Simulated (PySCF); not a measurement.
Question: Give a PBE0-D3(BJ)/def2-SVP geometry of SnMeBr3, `[CH3][Sn]([Br])([Br])[Br]`.

Answer: 
```xyz
8
CH3Br3Sn angstrom
Sn     0.0516   -0.0137   -0.8515
C     -0.0478   -0.0081    1.2758
H     -1.0980    0.0807    1.5829
H      0.5330    0.8486    1.6426
H      0.3833   -0.9481    1.6447
Br     2.3985   -0.0184   -1.6407
Br    -1.0394    1.9588   -1.8696
Br    -1.0430   -1.9855   -1.8679
```

Orientation and origin are arbitrary. Atoms count from 1 in this order. Sn1 (tin bonded to 3 Br and C) is distorted tetrahedral (angles from 105.7° to 113.1°). All 3 Br–Sn bonds measure 2.473 to 2.476 Å.

Bonds between heavy atoms (Å): Sn1–C2 2.130, Sn1–Br6 2.476, Sn1–Br7 2.473, Sn1–Br8 2.474.

Theory: PySCF, PBE0-D3(BJ)/def2-SVP geometry optimisation, gas phase, def2 core potentials past Kr.

Point group: near C3v, missed by 0.16 Å at most; the miss may be what the optimiser left on a soft mode (C3 holds within 0.08 Å). Whether it is a minimum is left open (no frequencies).
